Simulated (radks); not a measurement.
Values are calculated unless marked as measured or tabulated.
A nucleus of charge 62.25 with 62 electrons, configuration [Xe] 4f6 6s2. Code: a radial shooting solver on a logarithmic mesh with Libxc functionals. Model: Dirac Kohn-Sham, PBE, spin-unpolarised, spherical densities, point nucleus; open shells fill j = l - 1/2 first.

Radial electron density D(r) = 4 pi r^2 rho(r):

| r (bohr) | D(r) (e/bohr) |
|---|---|
| 0.002761 | 18.31 |
| 0.003772 | 28.14 |
| 0.005113 | 40.93 |
| 0.006985 | 56.59 |
| 0.009466 | 71.73 |
| 0.01293 | 82.49 |
| 0.01753 | 84.07 |
| 0.02394 | 77.84 |
| 0.03245 | 74.72 |
| 0.04433 | 86.75 |
| 0.06056 | 106.0 |
| 0.08208 | 104.9 |
| 0.1121 | 84.89 |
| 0.152 | 86.30 |
| 0.2076 | 94.94 |
| 0.2814 | 63.46 |
| 0.3844 | 38.41 |
| 0.521 | 45.65 |
| 0.7117 | 34.05 |
| 0.9646 | 16.51 |
| 1.318 | 10.32 |
| 1.786 | 5.757 |
| 2.44 | 1.996 |
| 3.333 | 0.8686 |
| 4.517 | 0.5089 |
| 6.172 | 0.1582 |
| 8.364 | 0.02100 |
| 11.43 | 0.0008089 |

D(r) has 4 maxima, at r = 0.0158, 0.0699, 0.195, 0.538 bohr, and minima at 0.0304, 0.128, 0.387 bohr, inside which lie 2.01, 11.19, 29.23 electrons.
